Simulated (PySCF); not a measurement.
Species: C₂H₃F₃NO (doublet state).
Numbering: `[CH3:1][N:2]([O:3])[C:4]([F:5])([F:6])[F:7]` (hydrogens: H8, H9, H10 on C1)

The geometry is computed with GFN2-xTB (gas phase). This method treats the open shell by occupation alone, without spin polarisation.

(1) What internal coordinates does the optimisation give?

Results:

(1) 
```
                bond  length (Å)   order
               C1–N2       1.440  single
               N2–O3       1.270  single
               N2–C4       1.425  single
               C4–F5       1.314  single
        C4–F6, C4–F7       1.345  single
C1–H8, C1–H9, C1–H10       1.091  single
```

Bonds in one row agree within 0.01 Å and their mean is given. Orders are formal, as drawn. A selection of angles:
```
    angle  degrees
 N2–C1–H8    110.1
N2–C1–H10    107.4
 H8–C1–H9    109.0
 C1–N2–O3    122.9
 C1–N2–C4    117.3
 O3–N2–C4    119.8
 N2–C4–F5    112.5
 N2–C4–F6    111.0
 F5–C4–F6    108.3
 F6–C4–F7    105.4
```

Torsions: C1–N2–C4–F5 180° (antiperiplanar).

Of the pairs four or more bonds apart, F6···H9 is among the closest relative to their van der Waals radii: 2.58 Å, 97 % of the sum of Bondi's values. N2 (nitrogen bonded to 2 C and O) is planar (angles 122.9°, 119.8° and 117.3°, sum 360.0°, 0.00 Å off the plane of its three neighbours). The C–F distances run from 1.314 Å (C4–F5, drawn single) to 1.346 Å (C4–F6, drawn single), a spread of 0.032 Å.

Point group: Cs (tolerance 0.08 Å). Whether it is a minimum is left open (no frequencies).
